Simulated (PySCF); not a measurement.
Hydrogen selenide, SMILES [SeH2] (H2Se) (PBE0/def2-SVP optimised geometry):

```
3

Se    -0.719    -0.735     0.000
H      0.751    -0.735     0.000
H     -0.751     0.735     0.000
```

Method: PBE0/def2-TZVP in PySCF.

What are the frontier orbital energies and the dipole moment?

HOMO-2 -11.76 eV, HOMO-1 -10.04 eV, HOMO -7.10 eV, LUMO 0.08 eV, LUMO+1 0.49 eV; dipole moment 0.78 D.

On the same geometry PBE/def2-TZVP (PySCF 2.14.0) gives HOMO-2 -10.39 eV, HOMO-1 -8.78 eV, HOMO -5.91 eV, LUMO -0.84 eV, LUMO+1 -0.39 eV; dipole moment 0.74 D.

Meta-Löwdin charges at PBE0/def2-TZVP: Se1 -0.15, H2 0.08, H3 0.08.
